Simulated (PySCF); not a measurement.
Compound: [FeO4]2- (charge -2 and triplet state).
Bonds: Fe1–O2, Fe1–O3, Fe1–O4, Fe1–O5.

Method: PBE0-D3(BJ)/def2-SVP geometry optimisation, gas phase (PySCF 2.14.0).

(1) How far are the bound atoms from Fe1?

(2) List the angles at Fe1.

(3) What is the shape at Fe1?

(4) What are the rotational constants (commonest isotopes, rigid rotor)?

Answers

(1) 4 atoms: O3 1.634 Å, O2 1.635 Å, O5 1.635 Å, O4 1.635 Å.

(2) 
| angle | degrees | distance of the outer atoms (Å) |
| --- | --- | --- |
| O2–Fe1–O4 | 109.5 | 2.67 |
| O2–Fe1–O5 | 109.5 | 2.67 |
| O4–Fe1–O5 | 109.5 | 2.67 |
| O3–Fe1–O4 | 109.4 | 2.67 |
| O3–Fe1–O5 | 109.4 | 2.67 |
| O2–Fe1–O3 | 109.4 | 2.67 |

(3) Tetrahedral: angles from 109.4° to 109.5°; τ4 = (360° − α − β)/141° = 1.00 with α and β the two widest (0 for a square, 1 for a tetrahedron).

(4) A = 4436, B = 4435, C = 4427 MHz: a spherical top.

Point group: Td (every atom within 0.08 Å of its image). Charge -2, triplet. ⟨S²⟩ = 2.053 (exact for a triplet: 2.00). Whether so highly charged an anion holds all its electrons in the gas phase wasn't checked; a finite basis holds them in any case. The ion is multiply charged and computed without counter-ions or solvent. PBE0-D3(BJ)/def2-SVP frequencies: not computed here.

Caution for open-shell metal species: one SCF solution and one stationary point were followed, and a lower state or a bent or distorted shape isn't ruled out.
